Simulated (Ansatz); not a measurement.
`[F][In]([Br])[Br]` + H₂O → `[OH][In]([F])[Br]` + HBr at 600 K and 1 bar (formal hydrolysis of the In–Br bond).

Computed with Ansatz on PBE0-D4/def2-TZVP structures; ΔE is electronic, products minus reactants. CCSD(T)/CBS adds triple-zeta CCSD(T) − MP2 to the extrapolated MP2 energy (def2 sets, frozen cores). This one scheme is used for every species. Elements past krypton have def2 core potentials. For Br, In outer-core shells are correlated without core-valence functions, which leaves a few kJ/mol of doubt a bond. Scalar relativity is left out up to krypton. One conformer a species, not always the lowest.

```
            species  CCSD(T)/CBS energy (Eh)  H − E (kJ/mol)  S (J/(mol·K))
`[F][In]([Br])[Br]`              -5436.38187            51.2          417.6
                H₂O                -76.37941            76.8          212.8
`[OH][In]([F])[Br]`              -2938.80145            86.9          415.3
                HBr              -2573.91920            33.5          219.1
```

H − E and S are ideal-gas, rigid-rotor, harmonic terms from PBE0-D4/def2-TZVP, for one conformer and one mirror image of each species. 1 Eh = 2625.50 kJ/mol, R = 8.31446 J/(mol·K).

**Question.** By hand: ΔE, ΔH, ΔS and ΔG.

**Answer.** ΔE = (-2938.80145) + (-2573.91920) − (-5436.38187) − (-76.37941) = 0.04063 Eh = 106.7 kJ/mol. Δ(H − E) = 86.9 + 33.5 − 51.2 − 76.8 = -7.6, so ΔH = 99.1 kJ/mol. ΔS = 415.3 + 219.1 − 417.6 − 212.8 = 4.0 J/(mol·K). ΔG = 99.1 − 600 × (4.0)/1000 = 96.7 kJ/mol.

**Question.** By hand: the equilibrium constant, and the temperature at which ΔG would vanish if ΔH and ΔS stayed fixed.

**Answer.** log₁₀ K = −ΔG/(RT ln 10) = -8.4. ΔG = 0 at ΔH/ΔS = 24775 K, far beyond where these terms or the molecules hold.

The number of gas molecules stays the same, so ΔS is small and ΔH decides. A doubt of 5 kJ/mol in ΔE shifts log₁₀ K by 0.4 here. Other conformers and mirror images would add mixing entropy, several J/(mol·K) or more a flexible species. These are equilibria of isolated gas molecules and say nothing of rates. Largest T1 diagnostic: 0.014 (customary marks: 0.02 for closed shells, 0.045 for open ones).
